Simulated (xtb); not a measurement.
xtb input (GFN2-xTB):

```bash
xtb mol.xyz --gfn 2 --ohess tight --chrg 1 --uhf 0
```
mol.xyz:
```
4

Se    -0.02644621    -0.46901219     0.42287850
F      1.80142094    -0.41231072    -0.02482202
F      0.03207438     1.15649805    -0.27301902
F     -1.78863033    -0.34140594    -0.04965960
```

End of the output:

```
optimized geometry written to: xtbopt.xyz

           -------------------------------------------------
          | TOTAL ENERGY              -16.827457350217 Eh   |
          | TOTAL ENTHALPY            -16.816223068025 Eh   |
          | TOTAL FREE ENERGY         -16.849609116931 Eh   |
          | GRADIENT NORM               0.000410588905 Eh/α |
          | HOMO-LUMO GAP               6.203519787713 eV   |
           -------------------------------------------------

------------------------------------------------------------------------
------------------------------------------------------------------------
 total:
 SCF:
 ANC optimizer:
 analytical hessian:
```
